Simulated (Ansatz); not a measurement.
Ansatz (a program for electronic structure) input (PBE-QIDH/def2-TZVPD):

Ansatz 0.2 input:
```yaml
crystal:
  periodic: [false, false, false]
  atoms:
    - {symbol: C, position_ang: [3.22672475, -0.76898237, -0.26033059]}
    - {symbol: C, position_ang: [2.45295827, 0.07535717, 0.68654483]}
    - {symbol: C, position_ang: [1.22021167, 0.78817972, 0.25737815]}
    - {symbol: C, position_ang: [-0.00820008, -0.13457342, 0.10950098]}
    - {symbol: C, position_ang: [-1.26197228, 0.62358898, -0.34156299]}
    - {symbol: C, position_ang: [-2.44211521, -0.27596621, -0.53407387]}
    - {symbol: C, position_ang: [-3.57694842, -0.20881921, 0.15035151]}
    - {symbol: H, position_ang: [3.29196304, -0.30243141, -1.24857692]}
    - {symbol: H, position_ang: [4.24114776, -0.95702375, 0.09640612]}
    - {symbol: H, position_ang: [2.76123072, -1.75498808, -0.41567868]}
    - {symbol: H, position_ang: [2.66012189, -0.01118676, 1.74673320]}
    - {symbol: H, position_ang: [1.39244574, 1.27745277, -0.70990298]}
    - {symbol: H, position_ang: [0.97339483, 1.57978807, 0.97127456]}
    - {symbol: H, position_ang: [-0.20797102, -0.63088751, 1.06284484]}
    - {symbol: H, position_ang: [0.21876879, -0.92573359, -0.61114863]}
    - {symbol: H, position_ang: [-1.50516379, 1.40056004, 0.38881028]}
    - {symbol: H, position_ang: [-1.03759645, 1.13621857, -1.28459866]}
    - {symbol: H, position_ang: [-2.32841346, -1.05002966, -1.28986540]}
    - {symbol: H, position_ang: [-3.73229564, 0.54450764, 0.91491397]}
    - {symbol: H, position_ang: [-4.39158477, -0.89895430, -0.02806008]}
basis:
  gaussian:
    orbitals: def2-TZVPD
hamiltonian:
  xc: {name: PBE-QIDH}
magnetization: {spin_polarized: true, initial_magnetization: 1}
correlation: {electrons: outside_noble_gas}
```

Output:

```
Functional definition: PBE-QIDH
integrals: 1.70 GiB planned
2626 factors; integrals over basis functions are off by at most 9.8e-4 eV
0.53 GiB of the device are held for the grids
2.68 GiB of device memory are held for the factors and their scratch space
mean field: 4.51 GiB planned
mean field evaluation 1: about -7442.5563 eV, gradient 3.7e1 eV
mean field evaluation 2: about -7442.5945 eV, gradient 3.7e1 eV
mean field evaluation 4: about -7449.5618 eV, gradient 2.9e0 eV
mean field evaluation 8: about -7449.6318 eV, gradient 1.7e-1 eV
mean field evaluation 16: about -7449.6322 eV, gradient 1.1e-3 eV
mean field evaluation 32: about -7449.2960 eV, gradient 2.3e0 eV
mean field -7449.63218798 eV, -273.7689333663 hartree, gradient 3.1e-6 eV, S^2 0.759347; 2 other end points of the search recorded, 0 dependent functions left out
7 core orbitals not correlated
reference -7449.63220673 eV, -273.7689340553 hartree; 21, 20 occupied and 348, 349 virtual orbitals, 2626 factors
second order -34.92384607 eV of doubles, -0.00000000 eV of singles
Total energy: -7461.27348876 eV, -274.1967432790 hartree
```

It need not be the lowest isomer of its formula.
